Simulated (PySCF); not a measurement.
CH3FOSi (triplet state).
Numbering: `[CH3:1][O:2][Si:3][F:4]` (hydrogens: H5, H6, H7 on C1)

Level of theory: PySCF, PBE0-D3(BJ)/def2-SVP geometry optimisation, gas phase.

(1) Give the optimised bond lengths and angles.

Results:

(1) 
```tsv
bond	length (bohr)	order
C1–O2	2.669	single
O2–Si3	3.145	single
Si3–F4	3.093	single
C1–H5, C1–H6, C1–H7	2.081	single
```

Bonds in one row agree within 0.02 bohr and their mean is given. Orders are formal, as drawn. A selection of angles:
```tsv
angle	degrees
O2–C1–H5	111.7
O2–C1–H6	107.5
H5–C1–H6	108.4
H5–C1–H7	108.6
C1–O2–Si3	125.0
O2–Si3–F4	117.1
```

Torsions: C1–O2–Si3–F4 -90°. The mirror-image conformer, all signs reversed, is as good.

Point group: C1 (no symmetry element, even within 0.4 Å). Whether it is a minimum is left open (no frequencies). ⟨S²⟩ = 2.002 (exact for a triplet: 2.00). This triplet need not be the ground state; the singlet was not compared here.
